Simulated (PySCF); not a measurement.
## How methods differ on the ionisation energy of Ru²⁺

Ru²⁺ [Kr] 4d6 (5D) → Ru³⁺ [Kr] 4d5 (6S), as a difference of total energies. Computed with PySCF 2.14 in x2c-TZVPall, with scalar relativity by spin-free X2C-1e. Correlated levels: valence: [Kr] frozen. The calculations carry no spin-orbit coupling.

```tsv
method	ionisation energy (eV)
UHF	26.496
M06-2X	28.748
PBE	28.653
MP2 (valence)	27.426
SCS-MP2 (valence)	27.601
```

Problem. How much does correlation contribute at MP2 (valence)?

Solution. 27.426 − (26.496) = 0.930 eV, measured against UHF.

The reference lies between the lowest fine-structure levels, while these numbers refer to the centres of the terms.

Errors of the correlated levels include the incompleteness of this basis and the frozen core.

For comparison: 28.47 eV (semi-empirical (NIST evaluation); NIST Atomic Spectra Database, ionization energies).
